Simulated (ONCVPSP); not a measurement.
# Logarithmic derivatives: cadmium, ONCV

cadmium (Cd), optimised norm-conserving Vanderbilt (ONCV), made with ONCVPSP 4.0.1 (PBE, scalar-relativistic). Core [Ar] 3d10, reference 4s2 4p6 4d10 5s2. Waves: 4s+5s: rc 1.35 bohr, ncon 4, nbas 8, qcut 6.8 1/bohr, 2 projectors; 4p: rc 1.05 bohr, ncon 5, nbas 10, qcut 8.7 1/bohr, 2 projectors, debl 0.3 Ha; 4d: rc 1.75 bohr, ncon 4, nbas 9, qcut 9.7 1/bohr, 2 projectors, debl 2.1 Ha. Local part: polynomial inside 0.90 bohr (lpopt 2, dvloc0 4 Ha). Core correction: Teter function, fcfact 2, rcfact 1.75.

In the p channel the program set the typed energies aside and used -2.461, 0.250 Ha.

The phase is arctan(r·R′/R) of the radial function R(r), unwrapped; energies in Ha, scanned from -5 to 5 Ha. A pole is an energy at which the radial function vanishes at the test radius. The pseudo phase is shifted by a multiple of π to meet the all-electron one at the reference energy, and phase errors are pseudo minus all-electron; the curves can meet again beyond the range given. Levels narrower than the energy grid can be missing from the lists of poles.

Problem. For each channel, where are the poles, and over which energies does the pseudopotential scatter like the atom?

Solution.

```csv
channel,radius (bohr),reference energy (Ha),"poles, all-electron","poles, pseudo",unbroken range about the reference energy with phases within 0.05 rad,phase error 1 Ha above the reference energy (rad)
s,1.37,-0.21,-3.06,-3.06,the whole range,-0.000
p,1.06,-2.46,1.92,1.92,the whole range,-0.000
d,1.78,-0.43,0.14,0.14,the whole range,-0.000
```

Phases in the p channel:

| E (Ha) | all-electron | pseudo |
| --- | --- | --- |
| -4.96 | 0.179 | 0.179 |
| -4.72 | 0.018 | 0.018 |
| -4.48 | -0.152 | -0.153 |
| -4.24 | -0.324 | -0.324 |
| -4.00 | -0.486 | -0.486 |
| -3.76 | -0.632 | -0.632 |
| -3.52 | -0.760 | -0.760 |
| -3.28 | -0.870 | -0.870 |
| -3.04 | -0.963 | -0.963 |
| -2.80 | -1.041 | -1.041 |
| -2.56 | -1.108 | -1.108 |
| -2.32 | -1.165 | -1.165 |
| -2.08 | -1.214 | -1.214 |
| -1.84 | -1.257 | -1.257 |
| -1.60 | -1.294 | -1.294 |
| -1.36 | -1.327 | -1.327 |
| -1.12 | -1.356 | -1.356 |
| -0.88 | -1.383 | -1.383 |
| -0.64 | -1.406 | -1.406 |
| -0.40 | -1.427 | -1.427 |
| -0.16 | -1.447 | -1.447 |
| 0.08 | -1.465 | -1.465 |
| 0.32 | -1.482 | -1.482 |
| 0.56 | -1.498 | -1.498 |
| 0.80 | -1.512 | -1.512 |
| 1.04 | -1.526 | -1.526 |
| 1.28 | -1.539 | -1.539 |
| 1.52 | -1.551 | -1.551 |
| 1.76 | -1.563 | -1.563 |
| 2.00 | -1.575 | -1.575 |
| 2.24 | -1.586 | -1.586 |
| 2.48 | -1.596 | -1.597 |
| 2.72 | -1.607 | -1.607 |
| 2.96 | -1.617 | -1.617 |
| 3.20 | -1.627 | -1.627 |
| 3.44 | -1.637 | -1.637 |
| 3.68 | -1.647 | -1.647 |
| 3.92 | -1.657 | -1.657 |
| 4.16 | -1.667 | -1.668 |
| 4.40 | -1.677 | -1.678 |
| 4.64 | -1.687 | -1.688 |
| 4.88 | -1.698 | -1.699 |
